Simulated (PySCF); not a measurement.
Si(Cl)(Br)2(OH) (Br₂ClHOSi), SMILES O[Si](Cl)(Br)Br.

Geometry optimised at PBE0-D3(BJ)/def2-SVP. This is a generated structure with no PubChem entry under its InChIKey; it may be hypothetical. One conformer was computed; it need not be the lowest.

All values below come from PBE0-D3(BJ)/def2-SVP in PySCF.

Frequencies are harmonic and unscaled.

```csv
mode,ν (cm⁻¹),IR (km/mol),Raman (Å⁴/amu),depolarisation,moving atoms (share of kinetic energy)
1,98,16.7,2.6,0.74,"Br 52 %, H 20 %, Cl 16 %, O 9 %"
2,128,7.0,2.2,0.72,"Cl 42 %, Br 35 %, O 12 %, H 8 %"
3,169,42.2,1.7,0.62,"H 56 %, Br 25 %, Cl 15 %"
4,191,6.2,3.2,0.47,"Cl 36 %, Br 24 %, Si 23 %, O 12 %"
5,232,10.5,2.2,0.75,"O 56 %, Br 25 %, H 12 %"
6,260,44.2,2.1,0.52,"O 63 %, Br 17 %, Cl 9 %, H 8 %"
7,367,26.9,9.0,0.00,"Si 29 %, Br 26 %, Cl 23 %, O 19 %"
8,516,192.1,0.7,0.70,"Si 79 %, Br 15 %"
9,596,197.8,1.9,0.37,"Si 65 %, Cl 30 %"
10,798,270.2,1.8,0.21,"H 71 %, O 21 %"
11,953,86.3,3.9,0.23,"O 47 %, Si 40 %, H 13 %"
12,3911,157.1,102.4,0.30,H 94 %
```
